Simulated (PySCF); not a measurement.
## Ba⁴⁶⁺: ionisation energy

Ba⁴⁶⁺ [Ne] (1S) → Ba⁴⁷⁺ [He] 2s2 2p5 (2P), as a difference of total energies. Calculation: PySCF 2.14, in an uncontracted even-tempered set (17 s from 23 bohr⁻², ratio 2.2; 11 p from 29 bohr⁻², ratio 2.2; 6 d from 120 bohr⁻², ratio 2.4; 5 f from 180 bohr⁻², ratio 2.4; 4 g from 270 bohr⁻², ratio 2.4); no relativity, point nucleus. Correlated levels: nothing frozen; virtual orbitals above 40 to 60 times the deepest correlated orbital energy dropped. The calculations carry no spin-orbit coupling.

```
                 method  ionisation energy (eV)
                    UHF                  8291.6
                    LDA                  8287.7
                    PBE                  8288.3
                   PBE0                  8289.6
                 r2SCAN                  8292.6
                 PBEsol                  8287.3
                   TPSS                  8288.2
    MP2 (all electrons)                  8293.2
SCS-MP2 (all electrons)                  8293.1
```

A first-order spin-orbit estimate (lowest level to lowest level, LS coupling) adds -104.7 eV.

The gap to the reference is mostly relativistic.

For comparison: 8326 ± 4 eV (theoretical estimate listed by NIST; NIST Atomic Spectra Database, ionization energies).
